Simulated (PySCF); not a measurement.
C6, SMILES c1c#cc#cc#1.

Geometry optimised at r2SCAN-D4/def2-SVP. The geometry has at least one imaginary mode, so it is a saddle point at that level.

Two levels are set side by side: PBE/def2-TZVP (PySCF) and r2SCAN/def2-TZVP (PySCF). Same geometry, gas phase. Differences are taken from unrounded values.

| quantity | r2SCAN |
|---|---|
| orbital gap (eV) | 1.84 |
| highest occupied level (eV) | -7.26 |
| lowest empty level (eV) | -5.42 |
| mean polarisability (bohr³) | 58.9 |

What does PBE give, and how far is it from r2SCAN? (Estimate from the structure and the level; the computed values follow.)


```json
[
 {"quantity": "orbital gap (eV)", "PBE": "1.74", "PBE minus r2SCAN": "-0.10"},
 {"quantity": "highest occupied level (eV)", "PBE": "-7.06", "PBE minus r2SCAN": "0.20"},
 {"quantity": "lowest empty level (eV)", "PBE": "-5.32", "PBE minus r2SCAN": "0.10"},
 {"quantity": "mean polarisability (bohr³)", "PBE": "58.9", "PBE minus r2SCAN": "0.1"}
]
```

Rough cost on one machine, each run with all the roots and properties that it gave: r2SCAN against PBE about 3 times.
